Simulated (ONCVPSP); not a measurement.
## Building the ONCV potential for iron (Fe) (PBE, fully relativistic).

```json
{"Element": "Fe (Z = 26)", "Generator": "ONCVPSP 4.0.1", "Type": "optimised norm-conserving Vanderbilt (ONCV)", "Functional": "PBE", "Relativity": "fully relativistic", "Frozen core": "[Ne]", "Valence charge": "16", "Reference configuration": "3s2 3p6 3d6 4s2", "Partial waves": "3s+4s: rc 1.40 bohr, ncon 3, nbas 7, qcut 7.2 1/bohr, 2 projectors; 3p: rc 0.75 bohr, ncon 3, nbas 7, qcut 9.4 1/bohr, 2 projectors, debl 2.6 Ha; 3d: rc 1.15 bohr, ncon 4, nbas 9, qcut 14.7 1/bohr, 2 projectors, debl 2.9 Ha", "Local potential": "polynomial inside 0.65 bohr (lpopt 1, dvloc0 3 Ha)", "Core correction": "Teter function, fcfact 3.25, rcfact 1.4"}
```

Open shells are filled in proportion to 2j + 1.

* Cutoffs needed: 83 Ha and 282 Ha (the cutoffs (Ha) at which the residual kinetic energy of the hardest occupied pseudo-wave falls to 1 and 0.1 mHa per electron)
* Ghost test: no bound ghost flagged; no localised positive-energy state flagged
* Largest excitation error: +2.7 meV (all-electron minus pseudo) for 3s2 3p6 3d7 4s1, out of 4 test configurations
* rms error of d²Exc/dni dnj: 8.68 mHa without and 6.01 mHa with the model core
